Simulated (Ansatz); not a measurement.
Basis-set extrapolation for `N[Si]1(F)CO1` (PBE0-D4/def2-TZVP geometry, frozen core, Ansatz 0.2.0). Multiplicity 1, RHF reference.

|  | def2-TZVPP | def2-QZVPP |
| --- | --- | --- |
| HF | -558.104435 | -558.127152 |
| MP2 correlation | -0.974883 | -1.053929 |
| CCSD(T) correlation | -1.031542 | not run |

Energies in hartree. Use E(X) = E(∞) + A·exp(−7.88·√X) for Hartree–Fock and E(X) = E(∞) + B·X^(−2.97) for correlation, with X = 3 and 4, and add CCSD(T) minus MP2 of the smaller set to the MP2 limit.

Q: What is the CCSD(T) energy at the basis-set limit?

A: HF limit: -558.127152 + (-0.022717) × 0.13774 = -558.13028. MP2 limit: -1.053929 + (-0.079046) × 0.74074 = -1.11248. Higher-order term: -1.031542 − (-0.974883) = -0.05666. Total: -559.29942 hartree, 4.45 eV below CCSD(T)/def2-TZVPP.
